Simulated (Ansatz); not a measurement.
# Ligand exchange: C2H6FIn + C2H7MgN → C2H8InN + C2H5FMg

Species: C2H6FIn `C[CH2][InH][F]`, singlet; C2H7MgN `C[CH2][Mg][NH2]`, singlet; C2H8InN `C[CH2][InH][NH2]`, singlet; C2H5FMg `C[CH2][Mg][F]`, singlet. The partners trade F for NH2: In–F and Mg–NH2 bonds give way to In–NH2 and Mg–F.

Shapes, held fixed at every level: PBE0-D4/def2-TZVP. Flexible molecules stand in one conformer, not always the lowest. Programs: Ansatz 0.2.0. The zero-point and thermal change to 298 K, harmonic and unscaled (PBE0-D4/def2-TZVP), is +1.7 kJ/mol.

```tsv
level	kind	ΔH(298 K) (kJ/mol)	less CCSD(T)/def2-TZVPP	CPU time (sum over the molecules)
SPW92/def2-TZVPP	LDA	-63.7	+0.9	14 s
r2SCAN-D4/def2-TZVPP	meta-GGA	-56.7	+7.9	48 s
BHLYP-D4/def2-TZVPP	global hybrid	-61.6	+3.0	32 s
wB97X-V/def2-TZVPP	range-separated hybrid	-60.4	+4.2	84 s
B2PLYP/def2-TZVPP	double hybrid	-61.0	+3.6	58 s
MP2/def2-TZVPP	perturbation theory	-69.1	-4.5	–
CCSD(T)/def2-TZVPP	coupled cluster or CI	-64.6	0.0	39 min
```

The highest level, CCSD(T)/def2-TZVPP, gives ΔH(298 K) = -64.6 kJ/mol; the levels span -69.1 to -56.7. The column of differences is taken from that level and isn't an error. No measured value is set beside it here. For atoms past krypton def2 sets carry core potentials with scalar relativity. Outer-core shells of In, Mg are correlated, in sets that cover them unevenly. Times are processor times on shared x86 and Arm servers, and rough.
